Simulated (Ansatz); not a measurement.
Consider the formal exchange of groups at the Se–B bond: `COB(C)[SeH]` + `CO[SiH2]C` → `CO[SiH](C)[SeH]` + `CBOC`.

Calculated with Ansatz (gas phase, PBE0-D4/def2-TZVP geometries, no zero-point term in ΔE). CCSD(T)/CBS is the MP2 limit (def2-TZVPP, def2-QZVPP) plus CCSD(T) − MP2 in def2-TZVPP, frozen cores. Functionals use def2-TZVPP. B3LYP here is the variant with VWN-RPA as its local correlation; programs differ in this. For Se outer-core shells are correlated without core-valence functions, which leaves a few kJ/mol of doubt a bond. Scalar relativity is left out up to krypton. One conformer a species, not always the lowest.

(1) Is it downhill or uphill in electronic energy at CCSD(T)/CBS, and by how much? (An estimate is asked.)

(2) What do these levels give: PBE-D4, ωB97M-V, B3LYP, HF/def2-TZVPP, MP2/def2-QZVPP, CCSD/CBS(def2)? (Estimate.)

Largest T1 diagnostic among the species: 0.012.

## Answers

(1) Computed: Downhill: ΔE = -9.8 kJ/mol.

(2) Computed: PBE-D4 -11.5, ωB97M-V -12.7, B3LYP -13.6, HF/def2-TZVPP -14.2, MP2/def2-QZVPP -8.4, CCSD/CBS(def2) -11.0 kJ/mol.

In def2-TZVPP, CCSD(T) changes the Hartree–Fock value by +8.1 kJ/mol (the triples alone add +1.2 kJ/mol) and MP2 by +8.1 kJ/mol.
